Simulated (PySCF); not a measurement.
SiFCl2Br, SMILES F[Si](Cl)(Cl)Br. Heavy atoms are numbered as in [F:1][Si:2]([Cl:3])([Cl:4])[Br:5].

Geometry optimised at ωB97X-D3(BJ)/def2-SVP.

Level of theory: PBE0/pcSseg-1 in PySCF.

GIAO shieldings, no solvent; atoms alike by connectivity are averaged. δ = σ(ref) − σ: ¹⁹F against CFCl3 (σ = 167.2 ppm); ²⁹Si against TMS (σ = 352.7 ppm); ³⁵Cl against HCl (σ = 945.9 ppm), references at their B3LYP-D3(BJ)/def2-TZVP geometries, non-relativistic (without spin–orbit terms, shifts of atoms bonded to Cl or Br come out too high).

Task: Estimate the chemical shifts. (The exact figures need the calculation; the answer reports its results.)

Result: 
```json
[
 {"nucleus": "¹⁹F", "atoms": "F1", "count": "1", "δ (ppm)": "-85.1"},
 {"nucleus": "²⁹Si", "atoms": "Si2", "count": "1", "δ (ppm)": "5.6"},
 {"nucleus": "³⁵Cl", "atoms": "Cl3", "count": "2", "δ (ppm)": "166.3"}
]
```
